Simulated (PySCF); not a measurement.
# Excitation energy of F⁺ by level of theory

F⁺ [He] 2s2 2p4 (3P) → F⁺ [He] 2s2 2p3 3s1 (5S), as a difference of total energies. All numbers are calculated (PySCF 2.14, the non-relativistic Hamiltonian (point nucleus), in aug-cc-pwCVDZ (5s4p2d, 27 functions)). Correlated levels: valence: 1s2 frozen; valence and next inner shell: nothing frozen. The calculations carry no spin-orbit coupling.

```csv
method,excitation energy (eV),error (eV)
UHF,20.730,-1.132
LDA,22.068,+0.206
PBE,22.212,+0.350
PBE0,22.127,+0.265
r2SCAN,22.173,+0.311
revPBE,22.198,+0.336
M06-L,22.665,+0.803
MN15,22.692,+0.830
PBEsol,22.032,+0.170
MP2 (valence),21.388,-0.474
SCS-MP2 (valence),21.465,-0.397
MP2 (valence and next inner shell),21.408,-0.454
SCS-MP2 (valence and next inner shell),21.473,-0.389
```

Reference: 21.862 eV (measured; NIST levels, between the centres of gravity of the two terms).

Errors of the correlated levels include the incompleteness of this basis and the frozen core.
